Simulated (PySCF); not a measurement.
# FeSCl: fields on a plane

All numbers come from UPBE0 in PySCF with Fe def2-SVP, S def2-SVP, Cl def2-SVP; no relativity; density-fitted integrals.

The sextet minimum has Fe–Cl 2.165 Å, Fe–S 2.044 Å; Cl–Fe–S 180.0°.

The plane holds Fe1 at (0.00, 0.00), S2 at (2.04, 0.00), Cl3 at (-2.17, 0.00) Å. Columns run from x = -4.05 to 4.35 Å, rows from y = 2.25 (top) to -1.95 Å, in steps of 0.3 Å. Other isomers or separated fragments may lie lower.

Q: Give the electrostatic potential (V) (cut at 20 V). Lower edges of the bins (V): '0' -0.70, '1' -0.58, '2' -0.39, '3' -0.08, '4' 0.41, '5' 1.18, '6' 2.40, '7' 4.34, '8' 7.41, '9' 12.28; top 20.0.

A: 
```
22212223344455554433322222222
11111112344555555443322222222
11000012345566665444333211122
10001334445677776555554321112
00024676666788887667776531111
00257999877899998789999752111
01469999998999999899999863101
02479999999999999999999964101
02479999999999999999999964101
01469999998999999899999863101
00257999877899998789999752111
00024676666788887667776531111
10001334445677776555554321112
11000012345566665444333211122
11111112344555555443322222222
```

Q: Give the electron density (e/Å³) (cut at 5 e/Å³). Lower edges of the bins (e/Å³): '0' 0.000, '1' 0.030, '2' 0.076, '3' 0.151, '4' 0.268, '5' 0.455, '6' 0.750, '7' 1.218, '8' 1.960, '9' 3.136; top 5.00.

A: 
```
00000000000000000000000000000
00000000000000000000000000000
00000111100000001111111000000
00011222221111111222222110000
00123444432223333334443311000
00135676643456654456665421000
01246788764589986567876532100
01357999865699997679997642100
01357999865699997679997642100
01246788764589986567876532100
00135676643456654456665421000
00123444432223333334443311000
00011222221111111222222110000
00000111100000001111111000000
00000000000000000000000000000
```

With open d or f shells other occupations or spin states may lie lower.
